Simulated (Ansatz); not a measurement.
Consider the silylene loss: `F[SiH]([SiH3])[GeH3]` → `F[SiH2][GeH3]` + `[SiH2]`.

Computed with Ansatz on PBE0-D4/def2-TZVP structures; ΔE is electronic, products minus reactants. CBS: MP2 limit from def2 TZ/QZ plus the TZ coupled-cluster correction, frozen cores. This one scheme is used for every species. DFT in def2-TZVPP. B3LYP here is the variant with VWN-RPA as its local correlation; programs differ in this. HSE06 is defined as in plane-wave codes. For Ge outer-core shells are correlated without core-valence functions, which leaves a few kJ/mol of doubt a bond. Scalar relativity is left out up to krypton.

```json
{"level": "LDA (SPW92)", "ΔE (kJ/mol)": "275.3", "difference from CCSD(T)/CBS": "40.1"}
{"level": "PBE-D4", "ΔE (kJ/mol)": "252.3", "difference from CCSD(T)/CBS": "17.1"}
{"level": "revPBE-D4", "ΔE (kJ/mol)": "245.8", "difference from CCSD(T)/CBS": "10.6"}
{"level": "BLYP-D4", "ΔE (kJ/mol)": "226.3", "difference from CCSD(T)/CBS": "-8.9"}
{"level": "r2SCAN-D4", "ΔE (kJ/mol)": "260.3", "difference from CCSD(T)/CBS": "25.1"}
{"level": "B97M-V", "ΔE (kJ/mol)": "236.8", "difference from CCSD(T)/CBS": "1.6"}
{"level": "PBE0-D4", "ΔE (kJ/mol)": "256.4", "difference from CCSD(T)/CBS": "21.2"}
{"level": "B3LYP-D4", "ΔE (kJ/mol)": "233.6", "difference from CCSD(T)/CBS": "-1.6"}
{"level": "r2SCANh-D4", "ΔE (kJ/mol)": "260.1", "difference from CCSD(T)/CBS": "24.9"}
{"level": "r2SCAN0-D4", "ΔE (kJ/mol)": "259.8", "difference from CCSD(T)/CBS": "24.6"}
{"level": "HSE06-D4", "ΔE (kJ/mol)": "256.2", "difference from CCSD(T)/CBS": "21.0"}
{"level": "BHLYP-D4", "ΔE (kJ/mol)": "239.2", "difference from CCSD(T)/CBS": "4.0"}
{"level": "CAM-B3LYP-D4", "ΔE (kJ/mol)": "236.9", "difference from CCSD(T)/CBS": "1.7"}
{"level": "ωB97X-V", "ΔE (kJ/mol)": "246.6", "difference from CCSD(T)/CBS": "11.4"}
{"level": "ωB97M-V", "ΔE (kJ/mol)": "227.4", "difference from CCSD(T)/CBS": "-7.8"}
{"level": "PBE-QIDH", "ΔE (kJ/mol)": "252.9", "difference from CCSD(T)/CBS": "17.7"}
{"level": "PBE", "ΔE (kJ/mol)": "243.8", "difference from CCSD(T)/CBS": "8.6"}
{"level": "revPBE", "ΔE (kJ/mol)": "229.1", "difference from CCSD(T)/CBS": "-6.1"}
{"level": "BLYP", "ΔE (kJ/mol)": "209.3", "difference from CCSD(T)/CBS": "-25.9"}
{"level": "r2SCAN", "ΔE (kJ/mol)": "258.0", "difference from CCSD(T)/CBS": "22.8"}
{"level": "PBE0", "ΔE (kJ/mol)": "248.7", "difference from CCSD(T)/CBS": "13.5"}
{"level": "B3LYP", "ΔE (kJ/mol)": "219.8", "difference from CCSD(T)/CBS": "-15.4"}
{"level": "r2SCANh", "ΔE (kJ/mol)": "257.5", "difference from CCSD(T)/CBS": "22.3"}
{"level": "r2SCAN0", "ΔE (kJ/mol)": "257.0", "difference from CCSD(T)/CBS": "21.8"}
{"level": "HSE06", "ΔE (kJ/mol)": "248.8", "difference from CCSD(T)/CBS": "13.6"}
{"level": "BHLYP", "ΔE (kJ/mol)": "226.0", "difference from CCSD(T)/CBS": "-9.2"}
{"level": "LC-ωPBE", "ΔE (kJ/mol)": "255.4", "difference from CCSD(T)/CBS": "20.2"}
{"level": "RPA@PBE/def2-TZVPP", "ΔE (kJ/mol)": "208.5", "difference from CCSD(T)/CBS": "-26.7"}
{"level": "HF/def2-SVP", "ΔE (kJ/mol)": "203.4", "difference from CCSD(T)/CBS": "-31.8"}
{"level": "MP2/def2-SVP", "ΔE (kJ/mol)": "233.4", "difference from CCSD(T)/CBS": "-1.8"}
{"level": "CCSD/def2-SVP", "ΔE (kJ/mol)": "213.0", "difference from CCSD(T)/CBS": "-22.2"}
{"level": "HF/def2-TZVPP", "ΔE (kJ/mol)": "206.5", "difference from CCSD(T)/CBS": "-28.7"}
{"level": "CCSD/def2-TZVPP", "ΔE (kJ/mol)": "222.1", "difference from CCSD(T)/CBS": "-13.1"}
{"level": "CCSD(T)/def2-TZVPP", "ΔE (kJ/mol)": "227.9", "difference from CCSD(T)/CBS": "-7.3"}
{"level": "HF/def2-QZVPP", "ΔE (kJ/mol)": "206.3", "difference from CCSD(T)/CBS": "-28.9"}
{"level": "MP2/def2-QZVPP", "ΔE (kJ/mol)": "246.1", "difference from CCSD(T)/CBS": "10.9"}
{"level": "SCS-MP2/def2-QZVPP", "ΔE (kJ/mol)": "233.2", "difference from CCSD(T)/CBS": "-2.0"}
{"level": "HF/CBS(def2)", "ΔE (kJ/mol)": "206.3", "difference from CCSD(T)/CBS": "-28.9"}
{"level": "MP2/CBS(def2)", "ΔE (kJ/mol)": "249.3", "difference from CCSD(T)/CBS": "14.1"}
{"level": "CCSD/CBS(def2)", "ΔE (kJ/mol)": "229.5", "difference from CCSD(T)/CBS": "-5.7"}
{"level": "CCSD(T)/CBS", "ΔE (kJ/mol)": "235.2", "difference from CCSD(T)/CBS": "0"}
```

(1) What do rigid-rotor, harmonic-oscillator terms from PBE0-D4/def2-TZVP frequencies (298.15 K, 1 bar) make of the CCSD(T)/CBS value? (Estimate.)

Largest T1 diagnostic among the species: 0.014.

## Answers

(1) Computed: ΔZPE = -13.4 kJ/mol, ΔH = +224.5 kJ/mol, ΔS = 143 J/(mol·K), ΔG = +181.8 kJ/mol.

The D4 term adds +13.8 kJ/mol with B3LYP and +7.7 kJ/mol with PBE0; it sums over pairs of atoms, weighted by their polarisabilities, and B3LYP, whose exchange is more repulsive, gets the larger term. From BLYP to BHLYP (50 % exact exchange), in def2-TZVPP and without D4, ΔE moves by +16.7 kJ/mol.

CCSD(T)/CBS has its own doubt, a few kJ/mol and more with outer-core shells, so smaller differences from it don't rank the levels.
